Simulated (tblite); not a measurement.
Compound: C7H9NOS.
Bonds: O1–C2, C2–C3, C3–C4 (aromatic), C4–N5 (aromatic), N5–S6 (aromatic), S6–C7 (aromatic), C2–C8, C8–C9, C9–C10, C2–C10, C3–C7 (aromatic). Hydrogens: H11 on O1; H12 on C4; H13 on C7; H14, H15 on C8; H16, H17 on C9; H18, H19 on C10.

Computed with GFN2-xTB (tblite), gas phase: L-BFGS steps from a force-field or distance-geometry start until the largest atomic force falls under 0.01 eV/Å.

Step 27: E = -810.4234 eV
```
atom  x, y, z in Å  |  force x, y, z in eV/Å
O1     -0.2929    1.0501    1.8206    0.003  -0.013  -0.012
C2     -0.2862    0.3123    0.6236   -0.022  -0.004   0.001
C3      1.1009    0.0138    0.1321   -0.024  -0.033  -0.023
C4      1.5582   -1.2284   -0.3636    0.058  -0.051   0.013
N5      2.7682   -1.2491   -0.8503    0.010  -0.018  -0.042
S6      3.4626    0.2219   -0.7638    0.048  -0.088   0.070
C7      2.1002    0.9391   -0.0222   -0.094   0.034  -0.039
C8     -1.2511   -0.8869    0.6815    0.012  -0.013   0.061
C9     -1.7839   -0.5042   -0.7054   -0.004  -0.022   0.048
C10    -1.1541    0.8844   -0.5331   -0.018   0.017   0.018
H11     0.1288    1.9015    1.6705    0.046   0.037   0.016
H12     0.9966   -2.1448   -0.3552    0.029  -0.021  -0.058
H13     2.1091    1.9792    0.2250   -0.012   0.093   0.041
H14    -1.9805   -0.7033    1.4665   -0.041   0.018   0.002
H15    -0.8351   -1.8785    0.8273    0.071  -0.004  -0.059
H16    -1.3103   -1.0672   -1.5079    0.004  -0.012   0.036
H17    -2.8631   -0.5449   -0.8301    0.001   0.051  -0.013
H18    -1.8583    1.6131   -0.1382   -0.042   0.034  -0.062
H19    -0.6190    1.3011   -1.3848   -0.026  -0.007   0.003
```

Step 28: E = -810.4251 eV
```
atom  x, y, z in Å  |  force x, y, z in eV/Å
O1     -0.2926    1.0507    1.8191   -0.007  -0.006  -0.026
C2     -0.2874    0.3131    0.6215   -0.021  -0.015   0.019
C3      1.1006    0.0127    0.1324   -0.053  -0.028  -0.021
C4      1.5600   -1.2283   -0.3646    0.049  -0.059   0.011
N5      2.7705   -1.2460   -0.8505    0.013   0.002  -0.030
S6      3.4618    0.2268   -0.7591    0.083  -0.110   0.048
C7      2.0985    0.9401   -0.0188   -0.113   0.025  -0.032
C8     -1.2525   -0.8862    0.6820    0.027  -0.015   0.065
C9     -1.7884   -0.5040   -0.7036   -0.009  -0.014   0.046
C10    -1.1543    0.8831   -0.5380    0.014   0.028   0.042
H11     0.1412    1.8972    1.6744    0.039   0.025   0.009
H12     1.0004   -2.1465   -0.3579    0.034  -0.001  -0.059
H13     2.1038    1.9794    0.2309   -0.007   0.102   0.040
H14    -1.9814   -0.7065    1.4689   -0.024   0.024  -0.007
H15    -0.8316   -1.8763    0.8256    0.056  -0.002  -0.061
H16    -1.3209   -1.0688   -1.5072    0.021  -0.032   0.019
H17    -2.8677   -0.5423   -0.8241   -0.016   0.056  -0.012
H18    -1.8545    1.6177   -0.1476   -0.047   0.034  -0.058
H19    -0.6152    1.2935   -1.3908   -0.039  -0.014   0.008
```

Question: Estimate the geometry and energy of step 29. (The exact step hangs on the optimiser's Hessian estimate; all steps are aligned on step 28, rigid shifts and turns removed.)

Answer: E = -810.4289 eV, largest force 0.143 eV/Å
```
atom  x, y, z in Å  |  force x, y, z in eV/Å
O1     -0.2924    1.0527    1.8148   -0.012   0.046  -0.046
C2     -0.2910    0.3146    0.6172   -0.008  -0.027   0.052
C3      1.0986    0.0096    0.1324   -0.067  -0.006  -0.023
C4      1.5654   -1.2285   -0.3670    0.030  -0.033  -0.004
N5      2.7769   -1.2383   -0.8518   -0.005   0.033   0.022
S6      3.4617    0.2370   -0.7463    0.103  -0.097   0.019
C7      2.0921    0.9434   -0.0109   -0.096  -0.010  -0.028
C8     -1.2559   -0.8846    0.6844    0.043  -0.018   0.046
C9     -1.8002   -0.5036   -0.6980   -0.009   0.008   0.020
C10    -1.1543    0.8802   -0.5492    0.054   0.034   0.075
H11     0.1731    1.8863    1.6844    0.002  -0.037  -0.008
H12     1.0112   -2.1505   -0.3663    0.028   0.015  -0.057
H13     2.0913    1.9819    0.2462   -0.001   0.070   0.021
H14    -1.9844   -0.7144    1.4748    0.025   0.029  -0.016
H15    -0.8220   -1.8709    0.8193    0.013   0.000  -0.047
H16    -1.3473   -1.0745   -1.5039    0.044  -0.063  -0.006
H17    -2.8804   -0.5338   -0.8092   -0.033   0.062  -0.002
H18    -1.8465    1.6294   -0.1728   -0.044   0.026  -0.043
H19    -0.6060    1.2732   -1.4056   -0.065  -0.029   0.025
```

The energy changes by -0.0038 eV. The first-order estimate −F·Δx gives -0.0057 eV and the mean of the old and new forces, exact on a quadratic surface, -0.0037 eV. The step makes an angle of 76° with the force vector and moves no atom by more than 0.035 Å.

What follows is the cost of the whole relaxation. On one thread, Arm Neoverse V1 (aarch64), no GPU, shared host with 32 logical CPUs at a one-minute load of 8.6, this took 1.2 s wall.
